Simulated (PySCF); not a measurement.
Geometry (Å), atoms numbered from 1 in this order:
```xyz
18

C    -1.5057   -1.0087    0.8936
C    -0.7473    0.0580    0.1021
C    -1.6970    0.9022   -0.7397
O     0.1813   -0.5379   -0.8032
C     1.4222   -0.8671   -0.2584
C     2.3177    0.3228    0.0666
O     3.2684    0.2619    0.7999
O     1.9563    1.4389   -0.5636
H    -2.2121   -0.5347    1.5692
H    -0.8231   -1.6188    1.4811
H    -2.0479   -1.6561    0.2091
H    -0.2060    0.7109    0.8033
H    -1.1315    1.6500   -1.2882
H    -2.4264    1.3964   -0.1044
H    -2.2130    0.2658   -1.4529
H     1.3433   -1.4827    0.6492
H     1.9433   -1.4569   -1.0214
H     2.5688    2.1622   -0.3539
```

Geometry: GFN2-xTB; GIAO absolute shieldings from PySCF, gas phase, non-relativistic, averaged over equivalent atoms.

At B97-2/6-31G (92 basis functions, 10 s wall time on 1 thread of an Arm Neoverse V1, shared host):
```tsv
atoms	σ (ppm)
C6	33.8
C2	128.8
C5	133.6
C1/C3	177.7
O7	-82.2
O8	133.7
O4	279.9
H18	27.32
H16/H17	28.62
H12	29.48
H9/H10/H11/H13/H14/H15	31.77
```

Question: What do these become at HSE06/pcseg-1?

Answer: 
| atoms | σ at HSE06/pcseg-1 | change |
| --- | --- | --- |
| C6 | 19.6 | -14.2 |
| C2 | 118.4 | -10.4 |
| C5 | 125.4 | -8.2 |
| C1/C3 | 171.8 | -5.9 |
| O7 | -69.9 | +12.3 |
| O8 | 140.9 | +7.2 |
| O4 | 279.8 | -0.1 |
| H18 | 25.85 | -1.47 |
| H16/H17 | 27.46 | -1.16 |
| H12 | 28.54 | -0.94 |
| H9/H10/H11/H13/H14/H15 | 30.59 | -1.18 |

The largest change is at C6 (carboxylic acid carbon). Cost: 162 basis functions, 39 s wall time on 1 thread of an Arm Neoverse V1, shared host. The order of the carbon signals is the same at both levels.

The C=O carbon of an acid or of an amide with N–H lies up to 10 ppm further downfield in solution, through hydrogen bonding that the calculation lacks.
